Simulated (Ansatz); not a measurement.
ClFHIOTi, SMILES `[OH][Ti]([F])([Cl])[I]`. Total charge 0; spin multiplicity 1. I: def2 effective core potential. All single points use the PBE0-D4/def2-TZVP geometry. It is one conformer, not always the lowest.

```xyz
6

O    -0.257    0.947   -1.018
Ti   -0.077   -0.397    0.091
F    -1.170   -1.670   -0.375
Cl    1.991   -1.095    0.064
I    -0.625    0.416    2.455
H     0.138    1.798   -1.218
```

(1) What is the dipole moment at r2SCAN/def2-TZVPP? (An estimate is asked.)

(2) And with PBE, B3LYP, ωB97M-V? (Best estimate.)

(3) Give the Mulliken charges with r2SCAN, ωB97M-V, B3LYP in def2-TZVPP. (An estimate is asked.)

Results:

(1) The calculation gave: 2.38 D, with components (0.48, 2.17, -0.85) D in this frame, pointing from negative to positive charge.

(2) The calculation gave: PBE 2.33 D, B3LYP 2.39 D, ωB97M-V 2.44 D.

(3) Computed: 
```json
{"atom": "O1", "r2SCAN": "-0.45", "ωB97M-V": "-0.41", "B3LYP": "-0.45"}
{"atom": "Ti2", "r2SCAN": "0.89", "ωB97M-V": "0.78", "B3LYP": "0.90"}
{"atom": "F3", "r2SCAN": "-0.34", "ωB97M-V": "-0.33", "B3LYP": "-0.36"}
{"atom": "Cl4", "r2SCAN": "-0.22", "ωB97M-V": "-0.17", "B3LYP": "-0.22"}
{"atom": "I5", "r2SCAN": "-0.10", "ωB97M-V": "-0.06", "B3LYP": "-0.09"}
{"atom": "H6", "r2SCAN": "0.22", "ωB97M-V": "0.20", "B3LYP": "0.21"}
```

B3LYP here is the variant with VWN-RPA as its local correlation; programs differ in this.
